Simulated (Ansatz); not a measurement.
Gas-phase reaction 2 R1 → P1, each structure at its B3LYP-D3(BJ)/def2-TZVP stationary point, reached from a drawn start (curvature not checked).
R1: As2 (SMILES [As]#[As]), charge 0, multiplicity 1.
P1, As4 (SMILES [As]12[As]3[As]1[As]23) (charge 0, multiplicity 1):
```
atom    x (Å)    y (Å)    z (Å)
----  -------  -------  -------
As     0.8670   0.8670   0.8670
As     0.8670  -0.8670  -0.8670
As    -0.8670   0.8670  -0.8670
As    -0.8670  -0.8670   0.8670
```

P less R. No zero-point or thermal terms; no spin–orbit coupling.

Frozen-core correlation throughout. In cc and def2 sets filled d and f shells under p-block atoms count as core.

The values were computed with Ansatz (Gaussian basis) for Hartree–Fock, density functionals and correlated methods. All values are computed, each at the level named.

Total energies in hartree:

```tsv
structure	PBE/def2-TZVPP	PBE0/def2-TZVPP	CCSD(T)/cc-pVQZ
R1	-4471.097638	-4471.216093	-4468.800341
P1	-8942.299400	-8942.542904	-8937.689605
```

Problem. Work out the reaction energy at each level in kJ/mol (1 hartree = 2625.49964 kJ/mol), and say how far PBE/def2-TZVPP lies from CCSD(T)/cc-pVQZ.

Solution. 
- PBE/def2-TZVPP: (-8942.299400) − 2 × (-4471.097638) = -0.104124 hartree = -273.4 kJ/mol
- PBE0/def2-TZVPP: (-8942.542904) − 2 × (-4471.216093) = -0.110718 hartree = -290.7 kJ/mol
- CCSD(T)/cc-pVQZ: (-8937.689605) − 2 × (-4468.800341) = -0.088923 hartree = -233.5 kJ/mol
PBE/def2-TZVPP less CCSD(T)/cc-pVQZ: -39.9 kJ/mol. CCSD(T)/cc-pVQZ is the level counted from, the highest shown, and no exact or measured value.

Ansatz is an electronic-structure program.
